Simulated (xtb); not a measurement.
Ga(OH)(SiH3)2 (GaH₇OSi₂), SMILES [OH][Ga]([SiH3])[SiH3]. All values are semi-empirical tight-binding results from xtb (GFN2-xTB unless named), good for trends rather than for accurate numbers. The structure is a stationary point at GFN2-xTB. Other conformers were not sampled.

For metal compounds this method's bond lengths and energies can be far off.

Q: Estimate the properties. (Estimate from the structure and the level; the computed values follow.)

A: 
```json
{
  "point_group_as_xtb_finds_it": "C2",
  "orbital_gap": "3.13 eV",
  "zero_point_energy": "35.5 kcal/mol",
  "G − E(el) at 298.15 K (modified RRHO)": "13.3 kcal/mol"
}
```
